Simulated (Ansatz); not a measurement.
Basis-set extrapolation for `FC(F)=C(F)C(F)F` (PBE0-D4/def2-TZVP geometry, frozen core, Ansatz 0.2.0). Multiplicity 1, RHF reference.

```
                      def2-TZVPP   def2-QZVPP
                 HF  -611.590391  -611.616806
    MP2 correlation    -1.695184    -1.846668
CCSD(T) correlation    -1.766591      not run
```

Energies in hartree. Use E(X) = E(∞) + A·exp(−7.88·√X) for Hartree–Fock and E(X) = E(∞) + B·X^(−2.97) for correlation, with X = 3 and 4, and add CCSD(T) minus MP2 of the smaller set to the MP2 limit.

Q: What is the CCSD(T) energy at the basis-set limit?

A: HF limit: -611.616806 + (-0.026415) × 0.13774 = -611.62044. MP2 limit: -1.846668 + (-0.151484) × 0.74074 = -1.95888. Higher-order term: -1.766591 − (-1.695184) = -0.07141. Total: -613.65073 hartree, 184.3 kcal/mol below CCSD(T)/def2-TZVPP.
